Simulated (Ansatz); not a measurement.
Two members of one family (Si nanocrystals, hexagonal, H-capped), computed with Ansatz in the gas phase. Binding counts from free atoms in the multiplicity of their measured ground term, without zero-point energy. Sets without diffuse functions give affinities that are too small. A dash marks a value that wasn't run or was left out as unsound. The structures are stationary points that may keep the symmetry of their start. Remarks come from the PBE and PBE0 runs and from stability tests at other levels; not every state was tested. A HOMO above zero means that the electron is unbound at that level and held by the basis, or that self-interaction error raises the level; the energy of removing that electron tells which.

First: Si21H28 (singlet, charge 0, PBE-D4/def2-SVP geometry).

```xyz
49

Si    3.165    2.638    2.119
Si    0.812    2.394    2.224
Si   -0.259    3.447   -1.928
Si   -2.616    3.246   -1.816
Si    3.117    1.598   -1.572
Si    4.075    1.156    0.530
Si    0.767    1.389   -1.447
Si    0.105    0.744    0.712
Si   -3.202    1.043   -1.225
Si   -2.246    0.544    0.863
Si    3.516   -1.050    1.129
Si    1.168   -1.273    1.274
Si    0.538   -1.831    3.467
Si   -2.798   -1.644    1.522
Si   -1.814   -2.069    3.618
Si    0.016   -0.254   -2.947
Si   -2.338   -0.470   -2.807
Si    1.082   -2.277   -2.387
Si    0.417   -2.920   -0.223
Si   -2.924   -2.660   -2.172
Si   -1.938   -3.131   -0.086
H     3.514    4.055    1.738
H     3.769    2.353    3.471
H     0.139    3.701    1.886
H     0.394    2.002    3.621
H     0.217    4.479   -0.935
H     0.155    3.904   -3.305
H    -3.162    4.205   -0.789
H    -3.220    3.596   -3.153
H     3.466    2.998   -2.017
H     3.662    0.634   -2.598
H     5.576    1.319    0.469
H    -4.703    0.886   -1.149
H    -2.738    1.529    1.899
H     4.129   -1.396    2.463
H     4.059   -2.014    0.103
H     1.006   -0.746    4.404
H     1.214   -3.117    3.872
H    -4.300   -1.792    1.590
H    -2.361   -1.101    4.638
H    -2.154   -3.468    4.071
H     0.389    0.147   -4.356
H    -2.926   -0.153   -4.162
H     2.578   -2.075   -2.410
H     0.733   -3.351   -3.388
H     1.049   -4.246    0.133
H    -4.425   -2.775   -2.065
H    -2.439   -3.646   -3.208
H    -2.265   -4.547    0.328
```

```json
{"level": "PBE-D4/def2-SVP", "HOMO (eV)": "-6.05", "LUMO (eV)": "-2.23", "gap (eV)": "3.82", "vertical EA (eV)": "0.92", "binding per atom (eV)": "3.30"}
{"level": "r2SCAN-D4/def2-SVP", "HOMO (eV)": "-6.31", "LUMO (eV)": "-2.15", "gap (eV)": "4.17", "vertical EA (eV)": "–", "binding per atom (eV)": "3.30"}
{"level": "PBE0-D4/def2-SVP", "HOMO (eV)": "-7.01", "LUMO (eV)": "-1.60", "gap (eV)": "5.41", "vertical EA (eV)": "0.74", "binding per atom (eV)": "3.29"}
```

Remarks: HOMO above zero (-1 doublet).

Second: Si24H30 (singlet, charge 0, PBE-D4/def2-SVP geometry).

```xyz
54

Si    1.660    1.532   -3.791
Si    0.852    3.709   -3.317
Si    1.913   -2.120   -2.555
Si    3.418   -2.806   -0.880
Si    1.100    0.044   -2.061
Si    2.024    0.838   -0.051
Si   -0.268    3.713   -1.246
Si    1.217    3.012    0.439
Si    2.302   -2.822    1.192
Si    1.486   -0.658    1.679
Si    2.428    0.130    3.683
Si    0.121    3.007    2.521
Si    1.628    2.303    4.187
Si    0.118   -3.640   -2.659
Si   -1.236    0.014   -1.810
Si   -2.054    2.185   -1.325
Si   -0.991   -3.656   -0.583
Si    0.509   -4.345    1.095
Si   -1.799   -1.489   -0.094
Si   -0.853   -0.682    1.900
Si   -3.188    2.170    0.736
Si   -1.669    1.486    2.398
Si   -4.137   -1.531    0.142
Si   -4.969    0.634    0.632
H     3.161    1.566   -3.950
H     1.066    1.036   -5.086
H     2.005    4.681   -3.276
H    -0.092    4.148   -4.409
H     2.622   -2.079   -3.890
H     4.588   -1.854   -0.823
H     3.944   -4.185   -1.193
H     3.527    0.903   -0.195
H    -0.796    5.090   -0.913
H     2.399    3.951    0.494
H     3.261   -3.235    2.284
H     3.930    0.155    3.551
H     2.076   -0.818    4.803
H    -0.411    4.390    2.815
H     2.788    3.265    4.265
H     0.938    2.292    5.530
H     0.632   -5.022   -2.979
H    -0.841   -3.225   -3.748
H    -1.862   -0.460   -3.101
H    -3.011    2.583   -2.425
H    -2.163   -4.609   -0.640
H     1.025   -5.729    0.787
H    -0.198   -4.389    2.428
H    -1.229   -1.610    3.032
H    -3.685    3.562    1.049
H    -2.375    1.428    3.733
H    -4.757   -2.041   -1.136
H    -4.507   -2.484    1.252
H    -5.946    1.056   -0.439
H    -5.701    0.610    1.950
```

Question: Estimate the same table for the second.

Answer: 
```
             level  HOMO (eV)  LUMO (eV)  gap (eV)  vertical EA (eV)  binding per atom (eV)
   PBE-D4/def2-SVP      -6.03      -2.28      3.75              1.04                   3.34
r2SCAN-D4/def2-SVP      -6.29      -2.19      4.10                 –                   3.34
  PBE0-D4/def2-SVP      -6.99      -1.64      5.35              0.82                   3.34
```

Remarks: HOMO above zero (-1 doublet).
